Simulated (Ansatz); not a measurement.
Start from `CO[SiH](F)OC` and change one element to get `CO[SiH](Cl)OC`.

Ansatz, PBE0-D4/def2-TZVP geometries, multiplicity 1. Each molecule was computed in one conformer, which needn't be the lowest.

```
                               property  `CO[SiH](F)OC`
      HOMO energy (PBE/def2-TZVPP) / eV           -6.96
   HOMO–LUMO gap (PBE0/def2-TZVPP) / eV            9.75
    HOMO–LUMO gap (PBE/def2-TZVPP) / eV            7.29
     HOMO energy (PBE0/def2-TZVPP) / eV           -8.58
  LUMO energy (ωB97M-V/def2-TZVPP) / eV            2.68
HOMO–LUMO gap (ωB97M-V/def2-TZVPP) / eV           13.67
```

Q: What does the change do to each property? (Estimate.)

A: The calculation gave: 
| property | `CO[SiH](Cl)OC` | shift |
| --- | --- | --- |
| HOMO energy (PBE/def2-TZVPP) / eV | -6.98 | -0.02 |
| HOMO–LUMO gap (PBE0/def2-TZVPP) / eV | 9.47 | -0.28 |
| HOMO–LUMO gap (PBE/def2-TZVPP) / eV | 7.00 | -0.29 |
| HOMO energy (PBE0/def2-TZVPP) / eV | -8.58 | 0.00 |
| LUMO energy (ωB97M-V/def2-TZVPP) / eV | 2.52 | -0.16 |
| HOMO–LUMO gap (ωB97M-V/def2-TZVPP) / eV | 13.50 | -0.17 |
